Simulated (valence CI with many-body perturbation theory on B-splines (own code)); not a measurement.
Values are calculated unless marked as measured or tabulated.
Pr18+: magnetic and hyperfine properties of the levels

Level of theory: valence CI with perturbative core correlation (CI+MBPT): five valence electrons over a frozen Dirac-Fock core [Kr], radial functions for each j: 7 s, 7 p, 8 d, 6 f, 4 g, 1 h, with the one-electron correlation potential Σ1, the two-electron term Σ2, the three-electron term Σ3, Breit, model QED; selected CI, second order for the rest, scaled by the run's own slope (own B-spline code, finite nucleus).

No measured spectrum was set against this ion. As an estimate, terms of the open shell hold to 2 to 4 % of their energy, and close levels can change places. Among the levels kept, up to 450 cm⁻¹ of a level comes from second order outside the variational space, and about a tenth of that is noise between levels of different J, which matters for small intervals. The list stops below the first excitations out of the core.

A/g_I is the dipole constant over the nuclear g factor μ/I (μ in nuclear magnetons, uniformly magnetised nucleus), B/Q the quadrupole constant per barn. Both hold the static response of the core; the bare values leave it out. Large factors of s and p1/2 electrons are usually good to 5 to 10 %; those of open d and f shells near neutrality can be off by tens of per cent, and small factors of p3/2, d and f electrons come from cancelling terms and can be off by a factor of two or in sign, in half-filled shells by more. B is blank for J = 1/2, where it vanishes, and for nearly pure S terms. Energies count from the lowest level.

Names give the largest LS component (configuration and term), which can be under half, so a name can repeat, a term be missing and a line seem to break the LS rules; names also repeat where a configuration has a term twice. Letters in brackets count levels of one name in rising energy.

| Level | E (eV) | g | A/g_I (MHz) | A/g_I bare | B/Q (MHz/b) | B/Q bare |
| --- | --- | --- | --- | --- | --- | --- |
| 4d⁵ ⁶S_5/2 | 0.000 | 1.856 | -401 | 684 | 913 | 846 |
| 4d⁵ ⁴G_5/2 [a] | 4.370 | 1.073 | 3100 | 3100 | 5140 | 4870 |
| 4d⁵ ⁴G_7/2 | 6.517 | 1.116 | 3580 | 3640 | 5210 | 4940 |
| 4d⁵ ⁴D_3/2 | 6.801 | 1.317 | 3540 | 3890 | 4600 | 4370 |
| 4d⁵ ⁴G_11/2 | 6.958 | 1.191 | 4020 | 4190 | -79.2 | -94.3 |
| 4d⁵ ⁴G_5/2 [b] | 7.400 | 1.086 | 3470 | 3490 | 1790 | 1710 |
| 4d⁵ ⁴G_9/2 | 7.449 | 1.165 | 3710 | 3840 | 4350 | 4130 |
| 4d⁵ ⁴P_1/2 | 8.087 | 1.743 | -1560 | -625 |  |  |
| 4d⁵ ⁴D_7/2 | 9.245 | 1.232 | 3210 | 3430 | -383 | -361 |
| 4d⁵ ²D_5/2 [a] | 9.754 | 1.240 | 2990 | 3230 | -262 | -252 |
| 4d⁵ ²F_7/2 [a] | 10.658 | 1.147 | 4010 | 4120 | -5180 | -4930 |
| 4d⁵ ²I_11/2 | 10.677 | 1.025 | 4550 | 4480 | 393 | 377 |
| 4d⁵ ⁴D_1/2 | 11.045 | 0.815 | 8550 | 8200 |  |  |
| 4d⁵ ²D_3/2 [a] | 11.235 | 1.047 | 6380 | 6350 | -4250 | -4050 |
| 4d⁵ ²G_9/2 [a] | 11.434 | 1.153 | 3670 | 3780 | -755 | -728 |
| 4d⁵ ⁴F_3/2 | 11.773 | 0.976 | 4640 | 4510 | 759 | 723 |
| 4d⁵ ²I_13/2 | 11.844 | 1.075 | 4600 | 4610 | -4.50 | 2.64 |
| 4d⁵ ²F_5/2 [a] | 12.403 | 1.015 | 4670 | 4590 | -1030 | -963 |
| 4d⁵ ²H_9/2 | 13.809 | 1.108 | 4150 | 4200 | 720 | 686 |
| 4d⁵ ²G_7/2 [a] | 14.165 | 0.995 | 5590 | 5480 | -385 | -364 |
| 4d⁵ ⁴F_5/2 | 14.235 | 1.073 | 4430 | 4430 | -97.2 | -96.3 |
| 4d⁵ ²F_5/2 [b] | 15.162 | 1.129 | 2670 | 2750 | -2030 | -1930 |
| 4d⁵ ²D_3/2 [b] | 15.184 | 0.756 | 7370 | 6940 | 146 | 153 |
| 4d⁵ ²F_7/2 [b] | 15.748 | 1.080 | 4870 | 4880 | 2040 | 1940 |
| 4d⁵ ²S_1/2 | 16.064 | 1.920 | -2170 | -999 |  |  |
| 4d⁵ ⁴F_7/2 | 16.712 | 1.192 | 3230 | 3400 | -7990 | -7590 |
| 4d⁵ ²G_9/2 [b] | 17.009 | 1.094 | 4200 | 4240 | 2610 | 2500 |
| 4d⁵ ²H_11/2 | 17.320 | 1.066 | 4510 | 4500 | -313 | -268 |
| 4d⁵ ²D_3/2 [c] | 18.345 | 0.844 | 5310 | 4990 | -4420 | -4200 |
| 4d⁵ ²D_5/2 [b] | 19.279 | 1.108 | 4080 | 4130 | 3410 | 3260 |
| 4d⁵ ²G_9/2 [c] | 20.091 | 1.110 | 4020 | 4070 | -6910 | -6570 |
| 4d⁵ ²D_5/2 [c] | 20.378 | 1.105 | 3480 | 3520 | -2730 | -2580 |
| 4d⁵ ²G_7/2 [b] | 21.160 | 0.941 | 5440 | 5260 | 6690 | 6370 |
| 4d⁵ ²P_3/2 | 22.088 | 1.235 | 3630 | 3850 | -3970 | -3780 |
| 4d⁵ ²P_1/2 | 24.078 | 0.851 | 298 | -5.19 |  |  |
| 4d⁵ ²D_5/2 [d] | 26.255 | 1.188 | 3070 | 3230 | -5110 | -4860 |
| 4d⁵ ²D_3/2 [d] | 27.089 | 0.879 | 7450 | 7180 | 7140 | 6790 |

Question: Take the isotope of mass number 141, with I = 5/2, μ = 4.266 μN and Q = -0.0589 b. What is the hyperfine structure of 4d⁵ ⁴G_5/2 [a]?

Answer: From the table A = 5290 MHz, B = -303 MHz. Shifts from the centre of gravity in MHz: F = 0: -46500, F = 1: -41100, F = 2: -30400, F = 3: -14500, F = 4: 6720, F = 5: 33000.
